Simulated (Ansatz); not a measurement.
`CBCC`, charge 0, multiplicity 1.

Problem. Give a relaxed structure at PBE0-D4/def2-TZVP (the Gaussian-basis code of Ansatz). (Best estimate.)

Solution. Computed: 
Z-matrix (Å, degrees):
```
C
B 1 1.558
H 1 1.101 2 106.0
H 1 1.094 2 112.7 3 -114.0
H 1 1.092 2 115.8 3 118.6
C 2 1.561 1 125.2 3 -104.1
H 2 1.205 1 117.9 3 73.8
C 6 1.522 2 118.8 1 -1.0
H 6 1.101 2 106.8 1 125.1
H 6 1.102 2 106.1 1 -126.3
H 8 1.093 6 112.0 2 179.8
H 8 1.093 6 111.4 2 59.5
H 8 1.093 6 111.4 2 -59.9
```
This is one stationary point; other conformers may exist.
